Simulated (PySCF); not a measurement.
MoOCl4, SMILES [O]=[Mo]([Cl])([Cl])([Cl])[Cl], multiplicity 1. Atoms are numbered in the order given.

```xyz
6

Mo     0.0000     0.0000     0.2747
O      0.0000     0.0000     1.9540
Cl     0.0000     0.0000    -2.1167
Cl    -1.9609    -1.1322     0.1729
Cl     0.0000     2.2643     0.1729
Cl     1.9609    -1.1322     0.1729
```

Geometry: B3LYP-D3(BJ)/def2-SVP. The spin state was assumed, not searched. The isomer is the one that the SMILES or the coordinates give; other isomers of the formula were not compared. The def2 effective core potentials stand for the cores of Mo; spin–orbit coupling is left out.

The numbers are results of TDDFT-PBE/def2-SVPD in PySCF, not measurements.

Vertical excitations. Isolated molecule, no solvent.

Computed lowest excited states:
| state | energy (eV) | λ (nm) | f | main pairs |
|---|---|---|---|---|
| S1 | 2.23 | 556 | 0.000 | HOMO→LUMO+1 50 %, HOMO−1→LUMO 50 % |
| S2 | 2.30 | 538 | 0.000 | HOMO→LUMO 50 %, HOMO−1→LUMO+1 50 % |
| S3 | 2.30 | 538 | 0.000 | HOMO−1→LUMO 50 %, HOMO→LUMO+1 50 % |
| S4 | 2.51 | 494 | 0.003 | HOMO−1→LUMO+1 36 %, HOMO→LUMO 36 %, HOMO→LUMO+3 14 %, HOMO−1→LUMO+2 14 % |
| S5 | 2.73 | 455 | 0.000 | HOMO−2→LUMO+1 100 % |
| S6 | 2.73 | 455 | 0.000 | HOMO−2→LUMO 100 % |
| S7 | 2.82 | 440 | 0.000 | HOMO→LUMO+2 50 %, HOMO−1→LUMO+3 50 % |
| S8 | 2.89 | 429 | 0.002 | HOMO−1→LUMO+3 49 %, HOMO→LUMO+2 49 % |
| S9 | 2.89 | 429 | 0.002 | HOMO→LUMO+3 49 %, HOMO−1→LUMO+2 49 % |
| S10 | 3.20 | 387 | 0.007 | HOMO−3→LUMO+1 29 %, HOMO−4→LUMO 29 %, HOMO−1→LUMO+2 16 %, HOMO→LUMO+3 16 % |
| T1 | 2.05 | 605 | 0 | HOMO−1→LUMO+1 49 %, HOMO→LUMO 49 % |
| T2 | 2.11 | 588 | 0 | HOMO−1→LUMO 50 %, HOMO→LUMO+1 50 % |
| T3 | 2.11 | 588 | 0 | HOMO→LUMO 50 %, HOMO−1→LUMO+1 50 % |
| T4 | 2.18 | 568 | 0 | HOMO→LUMO+1 50 %, HOMO−1→LUMO 50 % |
Triplets are in the Tamm–Dancoff approximation, which puts them higher than full response would, so one can lie above its singlet here.
